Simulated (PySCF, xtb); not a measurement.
hydrogen iodide cation (HI), SMILES I (connectivity only; charge and spin as stated), charge +1, multiplicity 2.

Geometry: PBE0-D3(BJ)/def2-TZVPD. The multiplicity is an assumed one; other spin states were not compared. The def2 effective core potentials stand for the cores of I; spin–orbit coupling is left out.

Level of theory: C-PCM-B3LYP/def2-TZVPD run with PySCF.

The values are the electrostatic part of the solvation free energy, E(continuum) − E(gas) at the gas-phase geometry, in a cavity of scaled van der Waals radii (PySCF's table); cavitation and dispersion terms are not included.

```csv
solvent,ε,ΔG(elec) (kcal/mol)
water,78.36,-71.0
n-hexane,1.88,-33.6
toluene,2.37,-41.6
```

For comparison, GFN2-xTB/ALPB(water) (xtb, at the GFN2-xTB geometry, all terms of that model) gives -59.2 kcal/mol.
